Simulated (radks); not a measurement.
Problem. These are the eigenvalues of the occupied orbitals of an atom or ion with whole-number occupations (hartree). Calculated with a radial shooting solver on a logarithmic mesh with Libxc functionals: scalar-relativistic Kohn-Sham, LDA (Slater exchange, Perdew-Wang correlation), spin-polarised, spherical densities, finite nucleus; Fermi nuclear charge, rms radius of each element as measured or else 0.836 A^(1/3) + 0.57 fm.

1s up: -1021.347
1s down: -1021.324
2s up: -155.1461
2s down: -155.1200
2p up: -139.6213
2p down: -139.5920
3s up: -31.47156
3s down: -31.43982
3p up: -26.38431
3p down: -26.34980
3d up: -18.45809
3d down: -18.42142
4s up: -6.78084
4s down: -6.65920
4p up: -5.21614
4p down: -5.09889
4d up: -2.90305
4d down: -2.80195
5s up: -1.87478
5s down: -1.85173

Which element is it, and in what charge state? The configuration may be excited. Open shells, if any, are filled with parallel spins first.

Solution. Z = 49, indium, charge +4: In4+ in [Ar] 3d10 4s2 4p4 4d9 5s2. The list shows which subshells hold electrons but not how many an open one holds; the 1s level, -1021.3 hartree, gives Z - s = 45.2 by -(Z - s)^2/2, which with screening and relativity narrows Z to a few neighbours, and the depths of the outer levels then fix element, charge and occupations together.
